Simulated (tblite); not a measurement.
FH9O3Si4.
Atom-mapped SMILES: `[OH:1][SiH:2]([OH:3])[Si@:4]([F:5])([SiH3:6])[O:7][SiH3:8]` (hydrogens: H9 on O1; H10 on Si2; H11 on O3; H12, H13, H14 on Si6; H15, H16, H17 on Si8)

The geometry is computed with GFN2-xTB (gas phase).

Task: List the bond lengths, angles and torsions at this level.

Result: 
```
                     bond  length (Å)   order
                   O1–Si2       1.624  single
                   Si2–O3       1.640  single
                  Si2–Si4       2.282  single
                   Si4–F5       1.644  single
                  Si4–Si6       2.320  single
                   Si4–O7       1.625  single
                   O7–Si8       1.617  single
                    O1–H9       0.953  single
                  Si2–H10       1.475  single
                   O3–H11       0.951  single
Si6–H12, Si6–H13, Si6–H14       1.471  single
Si8–H15, Si8–H16, Si8–H17       1.462  single
```

Bonds in one row agree within 0.01 Å and their mean is given. Orders are formal, as drawn. A selection of angles:
```
      angle  degrees
  Si2–O1–H9    120.2
  O1–Si2–O3    104.5
 O1–Si2–Si4    103.0
 O1–Si2–H10    109.6
 O3–Si2–Si4    110.4
 O3–Si2–H10    106.2
Si4–Si2–H10    121.9
 Si2–O3–H11    121.1
 Si2–Si4–F5    103.6
Si2–Si4–Si6    126.6
 Si2–Si4–O7    110.0
 F5–Si4–Si6    106.3
  F5–Si4–O7    102.3
 Si6–Si4–O7    105.4
Si4–Si6–H12    113.8
Si4–Si6–H13    110.8
H12–Si6–H13    106.5
 Si4–O7–Si8    163.0
 O7–Si8–H15    107.7
 O7–Si8–H16    104.1
H15–Si8–H16    112.7
H15–Si8–H17    111.5
```

Torsions: O1–Si2–Si4–F5 168° (antiperiplanar); Si2–Si4–O7–Si8 -61° (synclinal); H9–O1–Si2–O3 -40° (synclinal); H11–O3–Si2–O1 -174° (antiperiplanar).

Si6 (SiH3 silicon) is distorted tetrahedral (angles from 105.4° to 114.3°). O1 (silanol oxygen) is bent (angle 120.2°). Si2 (oxygen-bound silicon) is distorted tetrahedral (angles from 103.0° to 121.9°). The 2 Si–Si bonds span 2.282 Å (Si2–Si4, drawn single) to 2.320 Å (Si4–Si6, drawn single), a spread of 0.038 Å. O7 (siloxane oxygen) is bent (angle 163.0°). Si8 (oxygen-bound silicon) is distorted tetrahedral (angles from 104.1° to 112.7°). The 4 O–Si bonds span 1.617 Å (O7–Si8, drawn single) to 1.640 Å (Si2–O3, drawn single), a spread of 0.023 Å.

Point group: C1 (no symmetry element, even within 0.4 Å). GFN2-xTB frequencies show an imaginary mode (31i cm⁻¹), so the point is no minimum at that level. Torsions: H–O1–Si2–O3 -40°, O1–Si2–O3–H -174°, O1–Si2–Si4–F5 168°, Si2–Si4–O7–Si8 -61°.
